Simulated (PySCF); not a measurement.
# Correlation energy of B³⁺ (boron, charge +3)

1s2, closed-shell 1S. Calculation: PySCF 2.14, in dyall-acv3z (15s9p4d2f, 76 functions); no relativity, point nucleus. Frozen: nothing; 2 electrons correlated; the 5 highest virtual orbitals of each spin left out.

With two correlated electrons CCSD is exact within the correlated space (frozen core and kept virtual orbitals).

```csv
level,correlation energy (mhartree)
CCSD,-42.11
```

Diagnostics: T1 = 0.00012, D1 = 0.0002, largest double amplitude 0.007.

Cost of the coupled-cluster step: of the order of 0.8 core-seconds, for 2 correlated electrons.
